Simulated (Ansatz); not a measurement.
Cost and result for the atomization energy of CH7BN2OSi (13 atoms, 13 bonds).

```xyz
13

B     1.328    1.132    1.018
Si    0.485   -0.611    0.763
N    -0.287    1.041    1.215
N    -0.098   -1.270   -0.702
C    -0.753   -0.825   -1.669
O    -0.991   -1.522   -2.787
H     1.614    1.721    0.013
H     1.915    1.359    2.036
H     0.060   -1.532    1.846
H    -0.647    1.174    2.149
H    -0.849    1.553    0.550
H    -1.222    0.161   -1.752
H    -0.556   -2.380   -2.679
```

Charge 0, multiplicity 1. The bonds changed during the relaxation, so this is another structure than the one it started from. The structure was optimised at the PBE0-D4/def2-TZVP level. It is one conformer, not always the lowest. Program: Ansatz. All runs use 4 threads of an Arm Neoverse V1 on a shared host. Times are those of one run each, without the atoms' runs, and a repeat can differ threefold. Electronic energies, without spin–orbit coupling; frozen cores. CCSD(T)/CBS adds CCSD(T) − MP2 in def2-TZVPP to the MP2 limit, and its time is that of the two runs behind it. T1 = 0.014. B3LYP takes the VWN-RPA correlation (the form of Gaussian; ORCA's B3LYP/G).

CCSD(T)/CBS is a level of theory with its own doubt, some kJ/mol a heavy atom from the limit and from the frozen cores, so smaller differences don't rank the functionals.

```json
{"level": "PBE-D4/def2-TZVPP (with forces)", "functions": "295", "wall time": "4 s"}
{"level": "PBE0-D4/def2-TZVPP", "functions": "295", "wall time": "4.7 s"}
{"level": "r2SCAN-D4/def2-TZVPP (with forces)", "functions": "295", "wall time": "7.5 s"}
{"level": "B3LYP-D4/def2-TZVPP (with forces)", "functions": "295", "wall time": "7.5 s"}
{"level": "B2PLYP/def2-TZVPP", "functions": "295", "wall time": "9.5 s"}
{"level": "ωB97X-V/def2-TZVPP", "functions": "295", "wall time": "12 s"}
{"level": "ωB97M-V/def2-TZVPP (with forces)", "functions": "295", "wall time": "18 s"}
{"level": "MP2/def2-QZVPP", "functions": "565", "wall time": "47 s"}
{"level": "CCSD(T)/def2-TZVPP", "functions": "295", "wall time": "20 min"}
{"level": "CCSD(T)/CBS(def2)", "functions": "–", "wall time": "21 min"}
```

Question: What atomization energy does each give, and how far from CCSD(T)/CBS? (Estimate.)

Answer: Computed: 
| level | atomization (kcal/mol) | difference from CCSD(T)/CBS | per bond |
| --- | --- | --- | --- |
| PBE-D4/def2-TZVPP (with forces) | 1180.0 | 38.8 | 3.0 |
| PBE0-D4/def2-TZVPP | 1149.5 | 8.3 | 0.6 |
| r2SCAN-D4/def2-TZVPP (with forces) | 1148.6 | 7.4 | 0.6 |
| B3LYP-D4/def2-TZVPP (with forces) | 1150.3 | 9.1 | 0.7 |
| B2PLYP/def2-TZVPP | 1134.2 | -7.0 | -0.5 |
| ωB97X-V/def2-TZVPP | 1151.1 | 9.9 | 0.8 |
| ωB97M-V/def2-TZVPP (with forces) | 1152.2 | 11.0 | 0.8 |
| MP2/def2-QZVPP | 1149.7 | 8.5 | 0.7 |
| CCSD(T)/def2-TZVPP | 1106.5 | -34.7 | -2.7 |
| CCSD(T)/CBS(def2) | 1141.2 | 0.0 | 0.0 |

The D4 term adds +10.5 kcal/mol with B3LYP and +5.5 kcal/mol with PBE0; it sums over pairs of atoms, weighted by their polarisabilities, and B3LYP, whose exchange is more repulsive, gets the larger term. In def2-TZVPP, CCSD(T) changes the Hartree–Fock value by +322.4 kcal/mol (the triples alone add +21.3 kcal/mol) and MP2 by +345.0 kcal/mol; breaking electron pairs costs correlation energy, which Hartree–Fock lacks. From PBE to PBE0 (25 % exact exchange), in def2-TZVPP and without D4, the atomization energy moves by −29.5 kcal/mol: exact exchange takes away binding that semilocal exchange gives to molecules.
